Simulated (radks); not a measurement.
Results of a calculation; reference values are marked as such.
Question: Spherical jellium clusters: N electrons in a uniform positive sphere of charge N and radius rs N^(1/3), rs = 2.4 bohr. Level of theory: non-relativistic Kohn-Sham, exchange-only LDA, spin-polarised, spherical densities (a radial shooting solver with Libxc functionals). Levels are named by radial order and angular momentum (1s, 1p, 1d, 2s, ...), and open shells are averaged over m. Each electron was tried in the lowest free levels, single moves between levels near the top were tried too, and the lowest total energy was kept; such a search can miss a lower state. Give the order in which the levels fill up to N = 27, the shell closures and the spin along the way.

Answer: Shells are first occupied in the order 1s, 1p, 2s, 1d, 1f. Open shells at each N (closed shells left out): 1: 1s(up 1, down 0); 2: none; 3: 1p(up 1, down 0); 4: 1p(up 2, down 0); 5: 1p(up 3, down 0); 6: 1p(up 3, down 1); 7: 1p(up 3, down 2); 8: none; 9: 2s(up 1, down 0); 10: 1d(up 2, down 0); 11: 1d(up 3, down 0); 12: 1d(up 4, down 0); 13: 1d(up 5, down 0); 14: 1d(up 5, down 0) 2s(up 1, down 0); 15: 1d(up 5, down 1) 2s(up 1, down 0); 16: 1d(up 5, down 2) 2s(up 1, down 0); 17: 1d(up 5, down 4); 18: none; 19: 2s(up 1, down 0); 20: none; 21: 1f(up 1, down 0); 22: 1f(up 2, down 0); 23: 1f(up 3, down 0); 24: 1f(up 4, down 0); 25: 1f(up 5, down 0); 26: 1f(up 6, down 0); 27: 1f(up 7, down 0). All shells are closed at N = 2, 8, 18, 20 (there: 1s2 1p6 1d10 2s2). Largest 2S: 7, at N = 27.
